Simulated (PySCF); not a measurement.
Isomers of C8H13PS, mass 172.048 u with the commonest isotopes. Method: PBE0/pcSseg-1 in PySCF (dipole) on a GFN2-xTB geometry, gas phase. One conformer each, none proved a minimum here; rigid rotors.

**Question.** Order these by radius of gyration √(Σ m r²/M), smallest first.
A. `CC1=CP=C(C(C)(C)C)S1`
B. `Cc1pc(C(C)(C)C)cs1`
C. `[CH2:1]=[CH:2][C:3]1=[C:4]([CH3:5])[CH2:6][P@:7]([CH3:8])(=[S:9])[CH2:10]1` with C1–C2–C3–C4 170°, C3–C4–C6–P7 -19°, C4–C6–P7–C8 -81°, C6–P7–C10–C3 -24°, C2–C3–C10–P7 -163°
D. `[CH:1]#[C:2][CH2:3][P@@:4]1(=[S:5])[CH2:6][CH2:7][CH2:8][C@@H:9]1[CH3:10]` with C2–C3–P4–S5 72°, C3–P4–C6–C7 95°, P4–C6–C7–C8 37°, C6–C7–C8–C9 -53°, C7–C8–C9–C10 162°

**Answer.** D (2.210 Å), A (2.296 Å), B (2.360 Å), C (2.427 Å).

**Question.** Order these by out-of-plane moment Σ m c² = (Ia + Ib − Ic)/2, largest first.
A. `[CH2:1]=[CH:2][C:3]1=[C:4]([CH3:5])[CH2:6][P@:7]([CH3:8])(=[S:9])[CH2:10]1` with C1–C2–C3–C4 170°, C3–C4–C6–P7 -19°, C4–C6–P7–C8 -81°, C6–P7–C10–C3 -24°, C2–C3–C10–P7 -163°
B. `[CH:1]#[C:2][CH2:3][P@@:4]1(=[S:5])[CH2:6][CH2:7][CH2:8][C@@H:9]1[CH3:10]` with C2–C3–P4–S5 72°, C3–P4–C6–C7 95°, P4–C6–C7–C8 37°, C6–C7–C8–C9 -53°, C7–C8–C9–C10 162°
C. `[CH:1]#[C:2][CH2:3][P@@H:4](=[S:5])[CH:6]1[CH2:7][CH2:8][CH2:9][CH2:10]1` with C2–C3–P4–S5 178°, C3–P4–C6–C7 -73°, P4–C6–C7–C8 -130°, C6–C7–C8–C9 34°, C7–C8–C9–C10 -43°, C8–C9–C10–C6 35°
D. `CC1=CP=C(C(C)(C)C)S1`

**Answer.** B (184.78 u·Å²), A (87.99 u·Å²), C (79.15 u·Å²), D (56.63 u·Å²).

**Question.** Order these by rotational constant B, largest first.
A. `Cc1pc(C(C)(C)C)cs1`
B. `Cc1cpc(C(C)(C)C)s1`
C. `[CH2:1]=[CH:2][C:3]1=[C:4]([CH3:5])[CH2:6][P@:7]([CH3:8])(=[S:9])[CH2:10]1` with C1–C2–C3–C4 170°, C3–C4–C6–P7 -19°, C4–C6–P7–C8 -81°, C6–P7–C10–C3 -24°, C2–C3–C10–P7 -163°
D. `[CH:1]#[C:2][CH2:3][P@@H:4](=[S:5])[CH:6]1[CH2:7][CH2:8][CH2:9][CH2:10]1` with C2–C3–P4–S5 178°, C3–P4–C6–C7 -73°, P4–C6–C7–C8 -130°, C6–C7–C8–C9 34°, C7–C8–C9–C10 -43°, C8–C9–C10–C6 35°
E. `[CH:1]#[C:2][CH2:3][P@@:4]1(=[S:5])[CH2:6][CH2:7][CH2:8][C@@H:9]1[CH3:10]` with C2–C3–P4–S5 72°, C3–P4–C6–C7 95°, P4–C6–C7–C8 37°, C6–C7–C8–C9 -53°, C7–C8–C9–C10 162°

**Answer.** E (836.8 MHz), D (779.5 MHz), B (742.1 MHz), A (674.1 MHz), C (647.2 MHz).

| SMILES | point group | Ia (u·Å²) | Ib (u·Å²) | Ic (u·Å²) | κ | μa (D) | μb (D) | μc (D) |
| --- | --- | --- | --- | --- | --- | --- | --- | --- |
| Cc1cpc(C(C)(C)C)s1 | near Cs | 283.01 | 680.97 | 850.73 | -0.75 | 0.56 | 1.28 | 0.00 |
| Cc1pc(C(C)(C)C)cs1 | Cs | 265.01 | 749.69 | 901.72 | -0.83 | 0.11 | 0.78 | 0.00 |
| C=CC1=C(C)C[P@](C)(=S)C1 | C1 | 320.46 | 780.90 | 925.37 | -0.80 | 4.44 | 1.61 | 1.90 |
| C#CC[P@@]1(=S)CCC[C@@H]1C | C1 | 421.26 | 603.92 | 655.61 | -0.69 | 2.14 | 3.70 | 1.81 |
| C#CC[P@@H](=S)C1CCCC1 | C1 | 404.01 | 648.33 | 894.04 | -0.38 | 1.12 | 3.68 | 0.57 |
